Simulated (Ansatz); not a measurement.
A calculation with Ansatz (development build ahead of 0.2.0).

```yaml
crystal:
  periodic: [false, false, false]
  atoms:
    - { symbol: Be, position_ang: [0.0, 0.0, 0.0] }
    - { symbol: Be, position_ang: [1.16017, 1.54689, 3.34912] }
basis:
  gaussian: { orbitals: STO-3G }
total_charge: 1
magnetization:
  initial_magnetization: 1
hamiltonian:
  xc: hf
correlation:
  method: fci
  frozen_orbitals: { Be: 0 }
```

The input is written out in the form of the current development build from the run's settings.

The run gave:

```yaml
Converged: yes
Total_energy: -28.52074 hartree
State: lowest doublet root, of any spatial symmetry
```
